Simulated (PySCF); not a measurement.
**Rubidium: a sound run and one with changed settings**

Sound run: Rb+ [Kr], Rb(2+) [Ar] 3d10 4s2 4p5. All numbers are calculated (PySCF 2.14, the spin-free X2C one-electron Hamiltonian (Gaussian nucleus), in Sapporo-DKH3-DZP-2012 (7s6p2d, 35 functions)). In the sound run the correlated levels freeze [Ar] 3d10 4s2. The sound run starts from symmetry-adapted Hartree-Fock orbitals and uses a fine grid where one is needed.

Changed run: all electrons correlated in a basis built for the valence shell.

| species | method | sound run (hartree) | changed run (hartree) | converged |
| --- | --- | --- | --- | --- |
| Rb+ | MP2 | -2978.94120 | -2979.00081 | yes |
| Rb(2+) | MP2 | -2977.93290 | -2978.00033 | yes |

Ionisation energy of Rb+:

```tsv
method	sound run (eV)	changed run (eV)
UHF	26.451	26.451
MP2	27.437	27.224
SCS-MP2	27.382	27.116
```

A valence basis has no tight correlating functions, so it recovers only part of the core correlation, and not evenly between atom and ion.

For comparison, NIST gives 27.290 eV between the lowest levels.
